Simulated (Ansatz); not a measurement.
Basis sets compared for the cluster Cd9O8⁺. Charge 1, multiplicity 2. Geometry PBE-D4/def2-SVP. Ansatz on 2 threads of AMD EPYC 7R13 on a shared host and a share (18 GiB) of an NVIDIA H100 80GB HBM3; times are rough, and most runs start from earlier orbitals.

Cartesian coordinates in Å:
```
Cd -0.687 -1.010 0.551
Cd -0.756 1.213 3.125
Cd 1.541 1.960 1.182
Cd -0.917 -1.766 -2.202
Cd -1.991 1.774 -2.196
Cd 1.864 -0.297 -1.497
Cd -2.791 2.036 0.502
Cd -3.118 -0.274 -4.028
Cd 3.330 -0.449 1.006
O -2.807 -0.319 -1.443
O -2.775 -0.427 -0.059
O 0.133 1.411 -1.368
O 1.102 -1.408 1.836
O 1.643 -2.692 1.541
O 3.449 1.521 1.639
O -0.177 1.341 0.051
O 2.957 -2.613 1.360
```

In the def2 sets Cd takes a core potential; there is no spin–orbit coupling. Single mean-field runs in def2-TZVP are fitted with def2-universal-jkfit. The structure holds 4 bonds between oxygen atoms, so isomers without such links may lie far lower. Another isomer (doublet) lies 0.98 eV lower at PBE0-D4/def2-TZVP; other spin states weren't run for this one.

```json
{"level": "PBE-D4/def2-SVP", "functions": "391", "energy (Eh)": "-2109.9716", "HOMO (eV)": "-8.08", "LUMO (eV)": "-7.65", "wall time": "18 s"}
{"level": "PBE0-D4/def2-SVP", "functions": "391", "energy (Eh)": "-2109.7524", "HOMO (eV)": "-8.70", "LUMO (eV)": "-6.93", "wall time": "22 s"}
```

(1) Estimate the rows for PBE-D4/def2-TZVP (with forces), PBE0-D4/def2-TZVP.

## Answers

(1) 
```
                         level  functions  energy (Eh)  HOMO (eV)  LUMO (eV)  wall time
PBE-D4/def2-TZVP (with forces)        608   -2111.0612      -8.10      -7.66       22 s
             PBE0-D4/def2-TZVP        608   -2110.8306      -8.69      -6.88       32 s
```
